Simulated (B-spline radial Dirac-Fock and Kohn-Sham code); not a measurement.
Model: relaxed Dirac-Fock hole states (ΔSCF) with Breit and QED corrections and a finite nucleus. Program: a radial finite-basis atomic code. Correlation energy is missing from these numbers.

Q: Identify the element and charge state from the binding energies below (tabulated ground configuration; the least bound level is included).

| level | binding energy (eV) |
| --- | --- |
| 1s | 46067.4 |
| 2s | 8311.2 |
| 2p1/2 | 7893.6 |
| 3s | 2491.3 |
| 3d3/2 | 1895.3 |
| 3d5/2 | 1870.5 |
| 4p | 967.7 |

A: Pm²⁶⁺: Z = 61 with 35 electrons, [Ar] 3d10 4s2 4p5. The hydrogen-like estimate √(E/Ry) = 58.2 for the K level lies 2.8 below Z (screening lowers it, relativity raises it); the outermost level, at 967.7 eV, fixes the charge.

Values without a named source are computed, but for edge energies of neutral atoms, which are taken from tables.
